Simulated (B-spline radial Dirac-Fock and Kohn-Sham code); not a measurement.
# Dipole and non-dipole photoemission parameters of Tc³⁺ 3p1/2

System: technetium as Tc³⁺ in the configuration [Kr] 4d4; threshold 482.1 eV (orbital energy of the model). Model: Dirac-Hartree-Slater photoionisation with a Latter tail; cross sections with all multipoles, angular parameters from the dipole term and its interference with E2. Program: an atomic code on a B-spline grid.

```csv
hν (eV),σ (kb),β,γ,δ
590,158,0.992,0.260,0.074
674,141,1.237,0.259,0.036
726,131,1.329,0.218,0.024
800,117,1.418,0.153,0.014
833,111,1.447,0.126,0.011
1000,86.1,1.537,0.029,0.004
1070,77.6,1.559,0.005,0.002
1253.6,59.8,1.593,-0.022,0.001
1760,32.0,1.610,0.036,0.003
2000,24.7,1.602,0.092,0.004
3150,9.07,1.534,0.390,0.014
3370,7.73,1.519,0.445,0.016
4000,?,?,?,?
4280,4.31,1.461,0.654,0.026
4890,3.06,1.423,0.777,0.034
5414.7,2.35,1.392,0.873,0.041
7360,1.02,1.289,1.171,0.067
9260,0.533,1.203,1.395,0.094
13300,0.183,1.058,1.734,0.150
```

Q: Give the values at 4000 eV.

A: σ = 5.10 kb, β = 1.478, γ = 0.593, δ = 0.023.

Values without a named source are computed, but for edge energies of neutral atoms, which are taken from tables.
